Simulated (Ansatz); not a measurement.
C$_{5}$H$_{11}$O$_{2}$ (SMILES CC(C)(C)C(O)=[OH+]), charge +1, singlet, at a GFN2-xTB geometry; Ansatz (a program for electronic structure) with PBE0/STO-3G.

Here is a job for Ansatz.
Ansatz 0.2 input:
```yaml
crystal:
  periodic: [false, false, false]
  atoms:
    - {symbol: C, position_ang: [-1.11122537, -0.17288140, -1.33380704]}
    - {symbol: C, position_ang: [-0.57010329, -0.16996179, 0.11985602]}
    - {symbol: C, position_ang: [-1.33695232, 0.85239256, 0.95921364]}
    - {symbol: C, position_ang: [-0.66467270, -1.57567562, 0.71383606]}
    - {symbol: C, position_ang: [0.85397347, 0.24309092, -0.06574510]}
    - {symbol: O, position_ang: [1.12576377, 1.48989089, -0.06054431]}
    - {symbol: O, position_ang: [1.72292858, -0.66688557, -0.27850548]}
    - {symbol: H, position_ang: [-0.58137629, -0.88998833, -1.95530409]}
    - {symbol: H, position_ang: [-2.15651977, -0.46659898, -1.29127586]}
    - {symbol: H, position_ang: [-1.05348344, 0.81511820, -1.78298812]}
    - {symbol: H, position_ang: [-2.37751648, 0.54998635, 1.02278069]}
    - {symbol: H, position_ang: [-1.29552996, 1.84341474, 0.51740807]}
    - {symbol: H, position_ang: [-0.93703627, 0.90152611, 1.96819509]}
    - {symbol: H, position_ang: [-0.24418740, -1.60083190, 1.71530987]}
    - {symbol: H, position_ang: [-1.70924784, -1.86359540, 0.77886709]}
    - {symbol: H, position_ang: [-0.14692126, -2.30500824, 0.09817355]}
    - {symbol: H, position_ang: [2.03860318, 1.78475263, -0.24831249]}
    - {symbol: H, position_ang: [2.64755800, -0.41460576, -0.47057695]}
basis:
  gaussian:
    orbitals: STO-3G
hamiltonian:
  xc: pbe0
total_charge: 1
accuracy: high
```

**Question.** Predict the main parts of the log of this Ansatz run.

**Answer.** 
```
Functional definition: PBE0
1116 factors; integrals over basis functions are off by at most 2.1e-9 eV
mean field evaluation 1: about -9320.5366 eV, gradient 2.5e1 eV
mean field evaluation 2: about -9320.7853 eV, gradient 2.5e1 eV
mean field evaluation 4: about -9322.4154 eV, gradient 9.7e-1 eV
mean field evaluation 8: about -9322.3820 eV, gradient 2.6e-2 eV
mean field evaluation 16: about -9322.3820 eV, gradient 4.1e-6 eV
mean field -9322.38198695 eV, -342.5912190831 hartree, gradient 1.4e-8 eV, S^2 0.000000; 0 other end points of the search recorded, 0 dependent functions left out
reference -9322.38198934 eV, -342.5912191708 hartree; 28, 28 occupied and 18, 18 virtual orbitals, 1116 factors
Total energy: -9322.38198934 eV, -342.5912191708 hartree
```
